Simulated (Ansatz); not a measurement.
Species: H₉GaSi₃, SMILES `[SiH3][Ga]([SiH3])[SiH3]` (charge 0, multiplicity 1), formula H$_{9}$GaSi$_{3}$.

How many basis functions does frozen-core CCSD(T)/cc-pVTZ // r2SCAN-D4/def2-TZVP in Ansatz (a program for electronic structure) use, how many core orbitals are frozen, and how many electrons are correlated?

271 basis functions and 24 frozen orbitals, which leaves 34 correlated electrons (filled d shells below the valence shell are correlated). Core time is of the order of minutes.
